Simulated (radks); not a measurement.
The numbers below are computed, except where a source is named.
Ionisation of neutral selenium, [Ar] 3d10 4s2 4p4, to Se+, [Ar] 3d10 4s2 4p3, under several functionals. Scalar-relativistic Kohn-Sham, spin-polarised, spherical densities, finite nucleus; open shells are filled with parallel spins first; a radial shooting solver on a logarithmic mesh with Libxc functionals.

| functional | E(Se) (hartree) | Exc (hartree) | IE (eV) | -e(HOMO) (eV) | <r> HOMO (bohr) | IE error (eV) |
|---|---|---|---|---|---|---|
| BP86 | -2430.62346 | -88.49390 | 9.729 | 5.778 | 2.335 | -0.024 |
| XLYP | -2430.72963 | -88.59474 | 9.664 | 5.634 | 2.366 | -0.088 |
| RPBE | -2430.20847 | -88.07594 | 9.404 | 5.528 | 2.356 | -0.348 |
| exchange-only r2SCAN | -2428.74216 | -86.53573 | 8.067 | 4.516 | 2.371 | -1.685 |
| LDA (Slater exchange, Perdew-Zunger correlation) | -2426.79146 | -84.60398 | 9.964 | 5.951 | 2.335 | +0.211 |
| Wu-Cohen GGA | -2429.46103 | -87.31814 | 9.557 | 5.636 | 2.324 | -0.196 |
| TASK exchange with Perdew-Wang LDA correlation | -2429.68107 | -87.47273 | 9.193 | 5.670 | 2.290 | -0.560 |
| revPBE | -2430.14323 | -88.01020 | 9.413 | 5.530 | 2.347 | -0.339 |

NIST Atomic Spectra Database: 9.752 eV (measured). Closest: BP86. The Delta-SCF values span 1.90 eV, the total energies 3.94 hartree. The highest occupied level is 4p. Open shells are spherical and high-spin; term and fine-structure splittings are not resolved.
